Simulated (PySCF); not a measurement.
PySCF input for BFH, SMILES [BH]F (connectivity only; charge and spin as stated), charge +1, multiplicity 1, ωB97X-D3(BJ)/def2-TZVPD. The structure is a stationary point at ωB97X-D3(BJ)/def2-TZVPD. The multiplicity is an assumed one; other spin states were not compared. The isomer is the one that the SMILES or the coordinates give; other isomers of the formula were not compared.

```python
import numpy as np
from pyscf import gto, scf, dft
from pyscf.hessian import thermo

mol = gto.M(
    atom='''
    B     0.00000000    0.00000000   -0.65195153
    F     0.00000000    0.00000000    0.56578421
    H     0.00000000    0.00000000   -1.83230019
    ''',
    basis='def2-TZVPD',
    charge=1,
    spin=0,
    max_memory=1600,
    verbose=3,
)
mf = dft.RKS(mol, xc='wb97x-d3bj').density_fit(auxbasis='def2-universal-jkfit')
mf.grids.level = 3
mf.conv_tol = 1e-11
mf.max_cycle = 100
mf.kernel()

# analytic Hessian; the response equations are solved on a coarser grid
h, args, fine = mf.Hessian(), (mf.mo_energy, mf.mo_coeff, mf.mo_occ), mf.grids
h1ao = h.make_h1(mf.mo_coeff, mf.mo_occ)
mf.grids = dft.Grids(mol).set(level=1).build(with_non0tab=True)
mo1, mo_e1 = h.solve_mo1(*args, h1ao)
mf.grids = fine
hess = h.hess_elec(*args, mo1, mo_e1, h1ao) + h.hess_nuc()
if mf.do_disp():
    hess += h.get_dispersion()
for i in range(mol.natm):  # the analytic DFT Hessian lacks the response of the grid: restore translational invariance
    hess[i, i] -= hess[i].sum(axis=0)
hess = (hess + hess.transpose(1, 0, 3, 2)) / 2
vib = thermo.harmonic_analysis(mol, hess, imaginary_freq=False)
thermo.dump_normal_mode(mol, vib)
th = thermo.thermo(mf, vib['freq_au'][vib['freq_au'] > 0], 298.15, 101325)
thermo.dump_thermo(mol, th)
g0 = mf.nuc_grad_method().set(verbose=0).kernel()

# dipole derivatives [dipole axis, atom, xyz] from the same response
r, irp = mol.intor('int1e_r'), mol.intor('int1e_irp').reshape(3, 3, mol.nao, mol.nao)
sl, dm0, ok = mol.aoslice_by_atom(), np.array(mf.make_rdm1()), []
dmu = np.einsum('a,xt->xat', mol.atom_charges(), np.eye(3))
for a, (_, _, p0, p1) in enumerate(sl):
    dmu[:, a] += 2 * np.einsum('xtij,ij->xt', irp[:, :, :, p0:p1], dm0.reshape(-1, mol.nao, mol.nao).sum(0)[:, p0:p1])
    for u, c, occ, f in [(mo1, mf.mo_coeff, mf.mo_occ, 4)]:
        dmu[:, a] -= f * np.einsum('tui,xuv,vi->xt', u[a], r, c[:, occ > 0], optimize=True)
L = vib['norm_mode']
ir = 974.8801 * (np.einsum('xat,kat->kx', dmu, L) ** 2).sum(1)       # km/mol
apt = np.einsum('xax->a', dmu) / 3

# polarisability derivatives from nuclear gradients in small electric fields
h0, F = mf.get_hcore(), 0.005
def in_field(f, guess):
    m = mf.copy()
    m.verbose, m.conv_tol, m.conv_tol_grad = 0, 1e-11, 2e-7
    m.get_hcore = lambda *a: h0 + np.einsum('x,xij->ij', f, r)
    m.kernel(guess)
    ok.append(m.converged)
    dm = np.array(m.make_rdm1())
    g = m.nuc_grad_method().kernel() - np.outer(mol.atom_charges(), f)
    for a, (_, _, p0, p1) in enumerate(sl):
        g[a] -= 2 * np.einsum('x,xtij,ij->t', f, irp[:, :, :, p0:p1], dm[:, p0:p1])
    return g, -np.einsum('xij,ij->x', r, dm), dm
E = np.eye(3) * F
g0, _, dm0 = in_field(np.zeros(3), dm0)
gp = [in_field(e, dm0) for e in E]
gm = [in_field(-e, 2 * dm0 - p[2]) for e, p in zip(E, gp)]
alpha = np.array([(p[1] - q[1]) / (2 * F) for p, q in zip(gp, gm)])  # bohr^3
check = abs(np.array([-(p[0] - q[0]) / (2 * F) for p, q in zip(gp, gm)]) - dmu).max()
print('static polarisability / bohr^3:', alpha.round(3))
print('largest difference of analytic and finite-field dipole derivatives / e:', check)
da = np.zeros((3, 3, mol.natm, 3))
for x in range(3):
    da[x, x] = -(gp[x][0] + gm[x][0] - 2 * g0) / F**2
for x, y in ((0, 1), (0, 2), (1, 2)):
    up, down = in_field(E[x] + E[y], gp[x][2] + gp[y][2] - dm0), in_field(-E[x] - E[y], gm[x][2] + gm[y][2] - dm0)
    both = -(up[0] + down[0] - 2 * g0) / F**2
    da[x, y] = da[y, x] = (both - da[x, x] - da[y, y]) / 2
aq = np.einsum('xyat,kat->kxy', da, L) * 0.529177210903**2           # A^2/amu^1/2
a = np.einsum('kxx->k', aq) / 3
g2 = 1.5 * (aq**2).sum((1, 2)) - 4.5 * a**2
raman, depol = 45 * a**2 + 7 * g2, 3 * g2 / (45 * a**2 + 4 * g2 + 1e-12)
print('mode   freq/cm-1   IR/(km/mol)   Raman/(A^4/amu)   depolarisation')
for k, w in enumerate(vib['freq_wavenumber']):
    print(f'{k + 1:4d} {w:11.2f} {ir[k]:13.3f} {raman[k]:17.3f} {depol[k]:16.3f}')
print('max |gradient| / (hartree/bohr):', abs(g0).max())
print('APT charges:', apt.round(4))
```

It prints:

```
converged SCF energy = -125.034260582041

WARN: DFTD3 does not support analytical Hessian, using finite difference


WARN: Mole.unit (angstrom) is changed to Bohr

Mode                                 0                   1                   2
Irrep
Freq [cm^-1]                      742.1982            742.1982           1639.9215
Reduced mass [au]                   1.3728              1.3728              5.2286
Force const [Dyne/A]                0.4456              0.4456              8.2848
Char temp [K]                    1067.8579           1067.8579           2359.4819
Normal mode                   x     y     z       x     y     z       x     y     z
       0   B                -0.02 -0.15 -0.00    0.15 -0.02  0.00    0.00  0.00 -0.21
       1   F                 0.01  0.04  0.00   -0.04  0.01 -0.00   -0.00 -0.00  0.14
       2   H                 0.12  0.83 -0.00   -0.83  0.12  0.00   -0.00 -0.00 -0.35
Mode                                 3
Irrep
Freq [cm^-1]                     2852.8902
Reduced mass [au]                   1.1784
Force const [Dyne/A]                5.6509
Char temp [K]                    4104.6738
Normal mode                   x     y     z
       0   B                -0.00 -0.00  0.12
       1   F                 0.00  0.00 -0.02
       2   H                 0.00  0.00 -0.91
temperature 298.1500 [K]
pressure 101325.00 [Pa]
Rotational constants [GHz] inf 36.23077 36.23077
Symmetry number 1
Zero-point energy (ZPE) 0.01362 [Eh]   35751.643 [J/mol]
                           tot       elec      trans        rot        vib
Entropy [J/mol/K]       204.788      0.000    151.499     51.087      2.202
Cv [J/mol/K]             27.260      0.000     12.472      8.314      6.474
Cp [J/mol/K]             35.574      0.000     20.786      8.314      6.474
Internal energy [J/mol]                      3718.434   2478.956  36267.203
Internal energy [Eh]   -125.01809  -125.03426
Enthalpy [J/mol]                             6197.391   2478.956  36267.203
Enthalpy [Eh]          -125.01714
Gibbs free energy [J/mol]                  -38972.144 -12752.742  35610.795
Gibbs free energy [Eh] -125.04040
static polarisability / bohr^3: [[ 8.779  0.     0.   ]
 [-0.     8.779  0.   ]
 [-0.     0.    12.485]]
largest difference of analytic and finite-field dipole derivatives / e: 8.157405276643104e-05
mode   freq/cm-1   IR/(km/mol)   Raman/(A^4/amu)   depolarisation
   1      742.20        39.222             0.374            0.750
   2      742.20        39.222             0.374            0.750
   3     1639.92       208.273            11.962            0.075
   4     2852.89        20.107            43.393            0.054
max |gradient| / (hartree/bohr): 9.353685849983316e-06
APT charges: [ 1.1637 -0.2555  0.0918]
```

Self-consistency was reached.
